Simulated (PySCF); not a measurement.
Mg(NH2)(OSiH3) (H₅MgNOSi), SMILES [NH2][Mg][O][SiH3].

Geometry optimised at B3LYP-D3(BJ)/def2-SVP. One conformer was computed; it need not be the lowest.

Level of theory: TDDFT-M06-2X/def2-SVPD (PySCF).

Vertical excitations. Isolated molecule, no solvent.

Problem. Estimate the UV-visible absorptions. (The exact figures need the calculation; the answer reports its results.)

Solution. 
| state | energy (eV) | λ (nm) | f | main pairs |
|---|---|---|---|---|
| S1 | 4.30 | 288 | 0.057 | HOMO→LUMO 93 % |
| S2 | 5.53 | 224 | 0.000 | HOMO→LUMO+1 85 %, HOMO→LUMO+5 13 % |
| S3 | 6.06 | 205 | 0.024 | HOMO−2→LUMO 79 % |
| S4 | 6.08 | 204 | 0.015 | HOMO−1→LUMO 81 % |
| S5 | 6.11 | 203 | 0.006 | HOMO→LUMO+3 82 % |
| S6 | 6.33 | 196 | 0.034 | HOMO→LUMO+2 89 % |
| S7 | 7.23 | 172 | 0.000 | HOMO→LUMO+5 66 %, HOMO→LUMO+1 10 % |
| S8 | 7.30 | 170 | 0.001 | HOMO−2→LUMO+1 79 % |
| S9 | 7.40 | 168 | 0.019 | HOMO−1→LUMO+1 80 % |
| S10 | 7.64 | 162 | 0.004 | HOMO−1→LUMO+2 82 % |
| T1 | 4.09 | 303 | 0 | HOMO→LUMO 89 % |
| T2 | 5.62 | 221 | 0 | HOMO→LUMO+1 85 % |
| T3 | 5.77 | 215 | 0 | HOMO→LUMO+2 73 %, HOMO→LUMO+7 17 % |
| T4 | 5.90 | 210 | 0 | HOMO−2→LUMO 70 % |
Triplets are in the Tamm–Dancoff approximation, which puts them higher than full response would, so one can lie above its singlet here.
